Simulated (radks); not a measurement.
Results of a calculation; reference values are marked as such.
The europium ion Eu4+, configuration [Xe] 4f5 (the NIST ground configuration). Level of theory: scalar-relativistic Kohn-Sham, r2SCAN, spin-polarised, spherical densities, finite nucleus; open shells are filled with parallel spins first (spin-orbit coupling, left out, can overturn this in heavy ions); meta-GGA in the generalised Kohn-Sham scheme; Fermi nuclear charge, rms radius 5.1115 fm (a radial shooting solver on a logarithmic mesh with Libxc functionals).

X-ray form factor f0, the Fourier transform of the density (f0(0) = 59):

| sin(theta)/lambda (1/angstrom) | f0 (electrons) |
|---|---|
| 0.05 | 58.411 |
| 0.1 | 56.737 |
| 0.15 | 54.226 |
| 0.2 | 51.201 |
| 0.25 | 47.983 |
| 0.3 | 44.818 |
| 0.4 | 39.169 |
| 0.5 | 34.579 |
| 0.6 | 30.804 |
| 0.8 | 24.854 |
| 1 | 20.624 |
| 1.25 | 17.238 |
| 1.5 | 14.988 |
| 2 | 11.331 |
